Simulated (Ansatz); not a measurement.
`[F][Sb]([F])[SiH3]` + `C=C(O)Cl` → `C=C(Cl)O[SiH3]` + `[F][SbH][F]`  (cleavage of the Si–Sb bond)

Program: Ansatz. Geometries: PBE0-D4/def2-TZVP. ΔE: electronic, gas phase. CCSD(T)/CBS adds triple-zeta CCSD(T) − MP2 to the extrapolated MP2 energy (def2 sets, frozen cores). Functionals use def2-TZVPP. Elements past krypton have def2 core potentials. For Sb outer-core shells are correlated without core-valence functions, which leaves a few kJ/mol of doubt a bond. One conformer a species, not always the lowest.

`[F][Sb]([F])[SiH3]`:

```xyz
7

F    -1.863   -0.133    1.557
Sb   -1.016   -1.342    0.341
F    -1.978   -0.746   -1.201
Si    0.942    0.329   -0.113
H     1.726   -0.148   -1.283
H     1.829    0.374    1.081
H     0.360    1.666   -0.383
```

`C=C(O)Cl`:

```xyz
7

C     0.270    0.659   -0.571
C    -0.369   -0.311    0.069
O     0.029   -0.956    1.178
Cl   -1.887   -0.916   -0.457
H    -0.150    1.105   -1.458
H     1.227    1.017   -0.211
H     0.881   -0.598    1.451
```

`C=C(Cl)O[SiH3]`:

Z-matrix (Å, degrees):
```
Si
O 1 1.669
H 1 1.479 2 102.9
H 1 1.482 2 111.0 3 -118.4
H 1 1.482 2 111.0 3 118.4
C 2 1.331 1 129.4 3 -180.0
Cl 6 1.744 2 114.8 1 -0.1
C 6 1.324 2 124.2 1 180.0
H 8 1.078 6 120.8 2 -180.0
H 8 1.081 6 119.2 2 -0.1
```

`[F][SbH][F]`:

```xyz
4

F     1.026    0.290   -1.218
Sb   -0.291    0.677    0.099
F    -1.344   -0.873   -0.231
H     0.609   -0.094    1.351
```

Problem. Is it downhill or uphill in electronic energy at CCSD(T)/CBS, and by how much? (An estimate is asked.)

Solution. Computed: Downhill: ΔE = -0.68 eV.

Problem. What do these levels give: r2SCAN-D4, PBE, PBE0, MP2/def2-TZVPP, CCSD(T)/def2-TZVPP, HF/CBS(def2)? (Best estimate.)

Solution. Computed: r2SCAN-D4 -0.64, PBE -0.45, PBE0 -0.52, MP2/def2-TZVPP -0.78, CCSD(T)/def2-TZVPP -0.74, HF/CBS(def2) -0.88 eV.

Largest T1 diagnostic among the species: 0.015.

From PBE to PBE0 (25 % exact exchange), in def2-TZVPP and without D4, ΔE moves by −0.07 eV. In def2-TZVPP, CCSD(T) changes the Hartree–Fock value by +0.12 eV (the triples alone add +0.02 eV) and MP2 by +0.08 eV.
